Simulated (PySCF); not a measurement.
## How methods differ on the excitation energy of W

W [Xe] 4f14 5d4 6s2 (5D) → W [Xe] 4f14 5d3 6s2 7s1 (5F), as a difference of total energies. All numbers are calculated (PySCF 2.14, a scalar-relativistic core potential, in aug-cc-pwCVDZ-PP with ECP60MDF). Correlated levels: valence and next inner shell: nothing frozen outside the core potential. The calculations carry no spin-orbit coupling.

| method | excitation energy (cm⁻¹) |
| --- | --- |
| UHF | 48618 |
| MP2 (valence and next inner shell) | 52965 |
| SCS-MP2 (valence and next inner shell) | 50772 |
| CCSD (valence and next inner shell) | 51148 |
| CCSD(T) (valence and next inner shell) | 40146 |

The promoted electron is Rydberg-like, and one or two diffuse shells describe it only roughly, which tends to raise the upper state.

The coupled-cluster amplitudes are large for the upper state (T1 above 0.03 or a double amplitude above 0.15), so a single reference is strained.
